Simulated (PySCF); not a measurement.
Can point charges reproduce the dipole moment of BEt2Cl (`CCB(Cl)CC`)?

Coordinates (PBE0-D3(BJ)/def2-SVP, Å) and charges (e) from the PBE0/pcSseg-1 density (PySCF):

```
atom       x       y       z  Mulliken      IAO  Hirshfeld  ESP-fitted
  B1  -0.132  -0.244  -0.022   +0.5220  +0.2609    +0.1985     +0.2278
  C2   1.436  -0.270   0.011   -0.5001  -0.4019    -0.1414     +0.0418
  C3   2.169  -1.313  -0.821   -0.2766  -0.4016    -0.1203     -0.2767
  H4   1.662  -0.420   1.089   +0.1504  +0.1620    +0.0490     +0.0267
  H5   1.813   0.748  -0.195   +0.1326  +0.1450    +0.0415     -0.0135
  H6   3.257  -1.277  -0.658   +0.1147  +0.1371    +0.0379     +0.0726
  H7   1.824  -2.330  -0.581   +0.1246  +0.1414    +0.0301     +0.0600
  H8   1.991  -1.162  -1.898   +0.1147  +0.1350    +0.0359     +0.0718
  C9  -0.948   1.054   0.305   -0.5064  -0.4021    -0.1411     +0.0404
 C10  -2.431   0.935   0.627   -0.2705  -0.4026    -0.1213     -0.2611
 H11  -0.799   1.685  -0.597   +0.1489  +0.1610    +0.0490     +0.0260
 H12  -0.406   1.607   1.093   +0.1363  +0.1491    +0.0437     -0.0110
 H13  -2.900   1.920   0.771   +0.1145  +0.1368    +0.0376     +0.0677
 H14  -2.973   0.417  -0.178   +0.1229  +0.1407    +0.0307     +0.0564
 H15  -2.594   0.351   1.546   +0.1155  +0.1362    +0.0352     +0.0664
Cl16  -1.004  -1.734  -0.426   -0.2434  -0.0970    -0.0654     -0.1954
```

**Question.** Form Σ q r in debye for every column and set it beside the full dipole.

**Answer.** The full density gives (0.84, 1.40, 0.40) D, 1.68 D in size; dipole vectors point from the negative to the positive end.

| scheme | μx | μy | μz | size (D) | share of the full size (%) | angle to the full dipole (°) |
| --- | --- | --- | --- | --- | --- | --- |
| Mulliken | 0.69 | 1.22 | 0.32 | 1.44 | 86 | 2 |
| IAO | 0.59 | 0.96 | 0.31 | 1.17 | 69 | 2 |
| Hirshfeld | 0.30 | 0.48 | 0.16 | 0.59 | 35 | 2 |
| ESP-fitted | 0.86 | 1.44 | 0.41 | 1.72 | 103 | 0 |

**Question.** Which set comes closest?

**Answer.** Length of the difference vector: ESP-fitted 0.04 D, Mulliken 0.25 D, IAO 0.52 D, Hirshfeld 1.10 D. Closest: ESP-fitted. 

**Question.** What is left for the Hirshfeld atoms' own dipoles?

**Answer.** The Hirshfeld atoms' densities add up to the full density, so μ = Σ q r + Σ (atomic dipoles). The atomic dipoles sum to (0.84, 1.40, 0.40) − (0.30, 0.48, 0.16) = (0.54, 0.92, 0.24) D, 1.10 D in size.

**Question.** With the origin at the mean of the coordinates, (-0.002, -0.002, 0.004) Å, which are the largest single terms, by size, of the ESP-fitted dipole along the direction of the full one?

**Answer.** Cl16 +1.92, C10 +0.35, H7 -0.34, H14 -0.32, B1 -0.30 D; all 16 atoms together +1.72 D. The single terms depend on the origin, their sum doesn't.

**Question.** Give the size of the full dipole in other units.

**Answer.** 1.68 D = 0.661 au = 0.350 e·Å = 5.61 × 10⁻³⁰ C·m.

Geometry: PBE0-D3(BJ)/def2-SVP, one conformer, isolated molecule.
